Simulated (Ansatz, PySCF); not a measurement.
SeF4, SMILES F[Se](F)(F)F. Atoms are numbered in the order given.

```xyz
5

Se     0.0000     0.0000    -0.3082
F      0.0000    -1.7822    -0.1444
F      1.3241     0.0000     0.7977
F      0.0000     1.7822    -0.1444
F     -1.3241     0.0000     0.7977
```
Charge 0, spin multiplicity 1.

Coordinates come from a TPSSh-D3(BJ)/def2-SVP optimisation. The isomer is the one that the SMILES or the coordinates give; other isomers of the formula were not compared.

Two levels are set side by side: PBE-D3(BJ)/def2-SVP (Ansatz, a quantum-chemistry and plane-wave program) and TPSSh-D3(BJ)/def2-SVP (PySCF). Each level has its own optimised geometry; the coordinates shown are those of the second. Frequencies come from the Hessian of PySCF at each geometry. Differences are taken from unrounded values.

| quantity | TPSSh-D3(BJ) | PBE-D3(BJ) | PBE-D3(BJ) minus TPSSh-D3(BJ) |
|---|---|---|---|
| mean bond length (Å) | 1.757 | 1.776 | 0.019 |
| bond Se1–F2 (Å) | 1.790 | 1.808 | 0.018 |
| bond Se1–F3 (Å) | 1.725 | 1.745 | 0.020 |
| bond Se1–F4 (Å) | 1.790 | 1.808 | 0.018 |
| bond Se1–F5 (Å) | 1.725 | 1.745 | 0.020 |
| highest harmonic wavenumber (cm⁻¹) | 723 | 688 | -35 |
| mean harmonic wavenumber (cm⁻¹) | 460 | 437 | -23 |
| zero-point energy (kcal/mol) | 5.92 | 5.63 | -0.29 |

Exact exchange shortens and stiffens bonds; PBE has none. Differences between two approximate levels are no errors against the true value.
